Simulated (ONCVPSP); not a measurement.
**Sb (Z = 51), ONCV: configuration errors across variants**

* Element: Sb (Z = 51)
* Generator: ONCVPSP 4.0.1
* Type: optimised norm-conserving Vanderbilt (ONCV)
* Functional: PBE
* Relativity: fully relativistic
* Frozen core: [Kr]
* Valence charge: 15
* Reference configuration: 4d10 5s1.5 5p3.5
* Partial waves: 5s: rc 1.70 bohr, ncon 5, nbas 9, qcut 3.6 1/bohr, 3 projectors, debl 0.7 Ha; 5p: rc 2.20 bohr, ncon 3, nbas 7, qcut 3.5 1/bohr, 2 projectors, debl 3.4 Ha; 4d: rc 1.05 bohr, ncon 5, nbas 9, qcut 10.7 1/bohr, 2 projectors, debl 3.1 Ha
* Local potential: polynomial inside 1.05 bohr (lpopt 3, dvloc0 2 Ha)
* Core correction: Teter function fitted to the true core (icmod 2), fcfact 0.55

Open shells are filled in proportion to 2j + 1.

All-electron excitation energies from the reference (eV): (1) 4d10 5s2 5p3 -4.016; (2) 4d10 5s2 5p2 4.318; (3) 4d10 5s2 5p1 20.307; (4) 4d10 5s1 5p4 4.070.

2 further variants failed, have other tests or too few solved ones, and are left out.

A true bound ghost makes a file unfit for plane-wave use even where its test errors are small: the radial tests pick states by their node count and pass the ghost by.

Errors AE − PS in meV (a dash: test not solved or not reliable):

| change | (1) | (2) | (3) | (4) | bound ghosts | GHOST(+) flags above zero |
| --- | --- | --- | --- | --- | --- | --- |
| base | +0.5 | +1.1 | +1.3 | -0.2 | s, d5/2 | s, p3/2, p1/2 |
| p: nproj 3 | +0.5 | +0.8 | 0.0 | -0.2 | s, d5/2 | s, p3/2, p1/2 |
| s: qcut 4.1; p: qcut 4; d: qcut 12.3 | -0.1 | -0.2 | -0.3 | -0.5 | s | s, p3/2, d5/2, p1/2 |
| all radii but the core radius scaled by about 1.20 (s 2.04, p 2.62, d 1.26 bohr); local potential polynomial inside 1.26 bohr (lpopt 3, dvloc0 2 Ha) | +2.0 | +0.9 | -10 | +1.6 | s | s, p3/2, p1/2 |
| d: debl 2.35 | +0.5 | +1.1 | +1.3 | -0.2 | s, d5/2 | s, p3/2, d5/2, p1/2 |
| core correction Teter function fitted to the true core (icmod 2), fcfact 1.22 | +0.6 | +1.2 | +1.8 | -0.1 | s, d5/2 | s, p3/2, p1/2 |

**Question.** Give the same row for: local potential polynomial inside 1.05 bohr (lpopt 3, dvloc0 5.5 Ha).

**Answer.** +0.5, +1.1, +1.1, -0.2; bound ghosts: s; GHOST(+) flags above zero: s, p3/2, p1/2.
